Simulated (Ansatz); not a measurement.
Relaxation of AlH$_{6}$NO$_{2}$ (10 atoms, charge 0, multiplicity 1), to a largest force component of 0.03 eV/Å in at most 50 steps.

Method: RHF/cc-pVDZ (Ansatz 0.2.0).

```xyz
10
Properties=species:S:1:pos:R:3
Al -0.073 0.407 -0.447
N -0.035 0.209 2.654
H -0.858 0.153 3.232
H 0.763 0.198 3.268
O 1.430 -0.175 -1.025
H 1.607 -0.945 -1.538
O -1.578 -0.282 -0.882
H -1.750 -1.087 -1.340
H -0.079 1.717 0.407
H -0.053 1.130 2.191
```

Problem. Where does it end, and by what steps?

Solution. It converged. After 16 steps the energy has fallen by 1.085 eV; H4 moved furthest, 1.05 Å. Joined: Al1–N2 (3.11 → 2.07 Å).

```csv
step,energy less start (eV),largest force component (eV/Å),accepted
0,0.0000,0.959,yes
1,-0.1364,0.727,yes
2,-0.1990,2.408,yes
3,-0.3810,1.708,yes
4,-0.6611,0.988,yes
5,-0.8792,1.223,yes
6,-0.9757,0.712,yes
7,-0.9951,0.861,yes
8,-0.9130,2.176,no
9,-1.0281,0.191,yes
10,-1.0432,0.163,yes
11,-1.0551,0.092,yes
12,-1.0568,0.558,yes
13,-1.0723,0.237,yes
14,-1.0829,0.119,yes
15,-1.0848,0.060,yes
16,-1.0853,0.010,yes
```

```xyz
10
Properties=species:S:1:pos:R:3
Al -0.096 0.400 -0.024
N -0.044 0.306 2.040
H -0.895 -0.152 2.334
H 0.735 -0.269 2.323
O 1.327 -0.554 -0.357
H 2.000 -0.305 -0.968
O -1.639 -0.415 -0.094
H -2.005 -0.824 -0.859
H -0.033 1.949 -0.400
H 0.025 1.187 2.525
```

The run took 26 s on 1 thread of Arm Neoverse V2, with other jobs on the host, peak memory 0.15 GiB.
